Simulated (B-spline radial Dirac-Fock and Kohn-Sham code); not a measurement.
Photoionisation of boron ions at Al Kα (taken as 1486.9 eV)

Method: the independent-particle Dirac-Slater model, thresholds from Dirac-Fock. Computed with a radial B-spline solver. Cross sections in kb; a dash marks an empty subshell or a threshold above the photon energy.

| ion | configuration | total | 1s | 2s | 2p1/2 | 2p3/2 |
| --- | --- | --- | --- | --- | --- | --- |
| B | [He] 2s2 2p1 | 7.060 | 6.75 | 0.312 | 0.00109 | 0.00216 |
| B⁺ | [He] 2s2 | 7.169 | 6.79 | 0.380 | – | – |
| B³⁺ | 1s2 | 7.399 | 7.40 | – | – | – |
